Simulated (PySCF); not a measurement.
UHF on Cr⁻ (chromium, charge -1), [Ar] 3d5 4s2, high-spin 6S determinant. All numbers are calculated (PySCF 2.14, no relativity, point nucleus, in aug-cc-pwCVTZ (10s9p7d4f3g, 127 functions)).

```
cycle= 1 E= -1043.34568631556  delta_E= -1.08e-10  |g|= 2.88e-06  |ddm|= 0.000174
converged SCF energy = -1043.34568631556  <S^2> = 9.1837711  2S+1 = 6.1428889
```

Highest occupied orbital energy: 0.253 eV; ⟨L²⟩ = 0.00; populations by l: s 8.00, p 12.00, d 5.00, f 0.00.

Q: Can this result be used?

A: With care. The calculation finished and met its thresholds. ⟨S²⟩ = 9.18 against 8.75 shows spin contamination. At UHF the highest occupied level has a positive energy, so only the finite basis holds that electron.
